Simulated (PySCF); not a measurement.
A calculated (LDA, PySCF 2.14, Sapporo-DKH3-DZP-2012, scalar relativity by spin-free X2C-1e) atom or ion has these occupied shells.

| shell | electrons | orbital energy (eV) | rms radius, mean of both spins (bohr) |
| --- | --- | --- | --- |
| 1s α | 1 | -37133.4 | 0.0292 |
| 1s β | 1 | -37133.4 | 0.0292 |
| 2s α | 1 | -5876.2 | 0.119 |
| 2s β | 1 | -5876.2 | 0.119 |
| 2p α | 3 | -5279.8 | 0.106 |
| 2p β | 3 | -5279.7 | 0.106 |
| 3s α | 1 | -1245.3 | 0.312 |
| 3s β | 1 | -1245.3 | 0.312 |
| 3p α | 3 | -1053.3 | 0.312 |
| 3p β | 3 | -1053.3 | 0.312 |
| 3d α | 5 | -770.41 | 0.290 |
| 3d β | 5 | -770.40 | 0.290 |
| 4s α | 1 | -248.95 | 0.717 |
| 4s β | 1 | -248.93 | 0.717 |
| 4p α | 3 | -186.74 | 0.763 |
| 4p β | 3 | -186.72 | 0.763 |
| 4d α | 5 | -95.671 | 0.864 |
| 4d β | 5 | -95.648 | 0.864 |
| 5s α | 1 | -39.575 | 1.73 |
| 5s β | 1 | -39.512 | 1.73 |
| 5p α | 3 | -24.604 | 2.03 |
| 5p β | 3 | -24.494 | 2.03 |
| 6s α | 1 | -8.068 | 4.53 |

Problem. Name the element and its charge.

Solution. Ba+ (barium, charge +1), in [Xe] 6s1, 2S determinant.
